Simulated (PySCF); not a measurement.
**Basis and Hamiltonian dependence of the excitation energy of Tl⁺**

Tl⁺ [Xe] 4f14 5d10 6s2 (1S) → Tl⁺ [Xe] 4f14 5d9 6s2 7s1 (3D). All values are computed (PySCF 2.14, energy differences of UHF-based or UKS calculations, no spin-orbit coupling). Values in eV.

```tsv
basis	Hamiltonian	functions	UHF	r2SCAN	PBE0
def2-TZVPPD with the def2 core potential (60 electrons)	ECP	56	20.907	21.939	21.734
aug-cc-pVTZ-DK3	spin-free X2C	84	20.859	21.732	21.595
def2-QZVPPD with the def2 core potential (60 electrons)	ECP	88	20.805	21.784	21.588
aug-cc-pVQZ-PP with ECP60MDF	ECP	92	20.891	21.821	21.626
ANO-RCC-VTZP	spin-free X2C	93	22.612	23.042	22.968
aug-cc-pwCVTZ-PP with ECP60MDF	ECP	96	20.780	21.760	21.583
x2c-TZVPPall with one added diffuse shell each of s, p, d, f type	spin-free X2C	99	20.794	21.742	21.602
aug-cc-pwCVTZ-DK3 with one added diffuse shell each of s, d, f type	spin-free X2C	138	20.693	n/a	n/a
```

At UHF, ANO-RCC-VTZP lies more than 0.3 eV from the median of the rows with comparable relativity. Of these, ANO-RCC-VTZP has no diffuse functions of the l that the added or promoted electron needs.

The upper state lies above the first ionisation limit, where it may autoionise and the basis confines it. A Rydberg-like electron needs more diffuse functions than a valence basis has.
